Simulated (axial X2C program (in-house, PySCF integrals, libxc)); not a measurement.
## Working with the constants of ZrBr

A bond curve at the CCSD(T) level, two-component, was computed with an axial X2C code built on PySCF integrals (basis Zr dyall-cv3z [11s12p9d6f3g], Br dyall-cv3z [8s9p6d4f1g] (cores contracted in-house)) for the state Ω = 3/2 (⟨Sz⟩ = 1.50, ⟨Lz⟩ = 0.00 at HF). Its fit gives Re = 2.5236 Å, ωe = 266.4 cm⁻¹, ωexe = 0.576 cm⁻¹ and αe = 1.970e-04 cm⁻¹; the masses are 89.9047 and 78.9183 u. Two-component means X2C with spin–orbit coupling and atomic mean-field Coulomb and Gaunt terms.

Correlated methods: 11 electrons correlated (number of frozen shells: Zr 4 s, 3 p, 1 d; Br 3 s, 2 p, 1 d), 323 virtual spin orbitals or spinors in MP2, 90 natural virtuals in coupled cluster.

Question: Find the reduced mass, Be and the force constant.

Answer: From the CCSD(T) values: μ = 42.0270 u. Be = 16.8576/(μ Re²) = 0.06298 cm⁻¹. k = 5.8918×10⁻⁷ μ ωe² = 1.76 mdyn/Å.

Question: A Morse curve ties αe to the other constants (Pekeris). How well does that hold?

Answer: αe(Morse) = 6Be²/ωe × (√(ωexe/Be) − 1) = 1.808e-04 cm⁻¹; the CCSD(T) curve gives 1.970e-04 cm⁻¹, a ratio of 0.92.

Question: Where do the fundamental and the first overtone lie?

Answer: ν(1←0) = ωe − 2ωexe = 265.2 cm⁻¹; ν(2←0) = 2ωe − 6ωexe = 529.3 cm⁻¹.

Question: Estimate the centrifugal constant by the Kratzer relation.

Answer: D = 4Be³/ωe² = 1.41e-08 cm⁻¹.

Occupations by symmetry block were frozen at the best pattern of an incomplete PBE0 search. CCSD and (T) use frozen natural virtuals with an MP2 correction for the truncation; (T) itself is uncorrected, so its De runs slightly low. Other states lie close and PBE0, whose exact exchange favours high spin, may order them wrongly; the determinant shown need not be the ground state. The nearest other 2c determinant of the search, Ω = 3/2, lies 0.06 eV up at the distance of the search. With several unpaired electrons one determinant need not be a pure state. The outer-core s and p shells of the metal are frozen in the correlated rows, which leaves out core–valence correlation; for alkali and alkaline-earth bonds that tends to lengthen them. This is the top spin component of a Σ state; components of lower Ω are not single determinants and can lie lower. With the outer-core shells frozen, correlated bond lengths of heavy atoms tend to come out a few hundredths of an ångström too long.
